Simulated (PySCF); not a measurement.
CH3S, SMILES S[CH2], multiplicity 2.

The structure is a stationary point at PBE0-D3(BJ)/def2-TZVP. The isomer is the one that the SMILES or the coordinates give; other isomers of the formula were not compared.

Calculation: M06-2X/def2-TZVPD (PySCF).

Computed frontier levels, dipole moment and polarisability:
```
Item                                                                                                            Result
---------------------------------------------------------------------------------------------  -----------------------
α spin, highest occupied and lowest empty level                                                      -6.25 and 0.36 eV
β spin, highest occupied and lowest empty level                                                     -9.41 and -0.59 eV
dipole moment                                                                                                   0.88 D
quadrupole, principal values (traceless, Buckingham form, about the centre of nuclear charge)    -4.49, 0.12, 4.37 D·Å
mean static polarisability                                                                        36.6 bohr³ (5.43 Å³)
polarisability, principal values                                                                31.4, 32.2, 46.3 bohr³
⟨S²⟩                                                                                           0.757 (pure state 0.75)
```
